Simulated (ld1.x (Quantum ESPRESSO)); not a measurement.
# thallium: one change to a TM potential, before and after

ld1.x (Quantum ESPRESSO) 7.5 input, shortened:

```
&input
   title='Tl', zed=81., rel=1, dft='PBE', iswitch=3,
   config='[Xe] 4f14 5d10 6s2 6p0.5'
 /
 &inputp
   pseudotype=2, tm=.true., lloc=0,
   nlcc=.false.
 /
2
6P  2  1   0.50   0.00  2.65  2.65  0.0
6S  1  0   2.00   0.00  1.90  1.90  0.0
 &test
   configts(1)='6s2 6p0.5'
 /
```

Change: local potential all-electron potential smoothed inside 1.45 bohr (lloc = -1).

Cutoffs: the cutoffs (Ry, on a coarse ladder) from which the occupation-weighted sum of valence levels, in a spherical-Bessel basis at the reference potential, stays within 10 and 1 mRy of its value at 400 Ry; they do not see the model core or the augmentation charge, which bear on the density cutoff. Errors are all-electron minus pseudo energies relative to the spin-unpolarised reference configuration.

Question: Predict the effect on cutoff, ghosts and configuration errors.

Answer: The potential gets neither clearly harder nor softer (21 Ry and 40 Ry → 21 Ry and 40 Ry); a bound ghost appears in d, p, s, which as a rule spoils a file; the errors of the 7 common tests hardly move. In the separable form a ghost depends on how the local part lies against the semilocal potential of the channel, so the choice of the local part can create or remove one.

| quantity | base | changed |
| --- | --- | --- |
| cutoff, loose | 21 Ry | 21 Ry |
| cutoff, tight | 40 Ry | 40 Ry |
| bound ghosts | none | s, p, d |
| error for 6s2 6p1, meV [ΔE -1.85 eV] | +13 | +13 |
| error for 6s2 6p0, meV [ΔE 3.31 eV] | +18 | +18 |
| error for 6s1 6p0, meV [ΔE 24.09 eV] | +97 | +97 |
| error for 6s1 6p1, meV [ΔE 11.59 eV] | +10 | +9.3 |
| error for 6s1 6p2, meV [ΔE 5.55 eV] | +93 | +93 |
| error for 6s0 6p3, meV [ΔE 13.36 eV] | +291 | +290 |
| error for 6s2 6p1.3, meV [ΔE -2.35 eV] | +26 | +26 |
| s: phases at 2.89 bohr within 0.05 rad from the reference energy up to (Ry; the scan ends near 5) | 1.7 | 1.6 |
| p: phases at 2.89 bohr within 0.05 rad from the reference energy up to (Ry; the scan ends near 5) | 2.7 | 2.9 |

 A true bound ghost makes a file unfit for plane-wave use even where its test errors are small: the radial tests pick states by their node count and pass the ghost by.
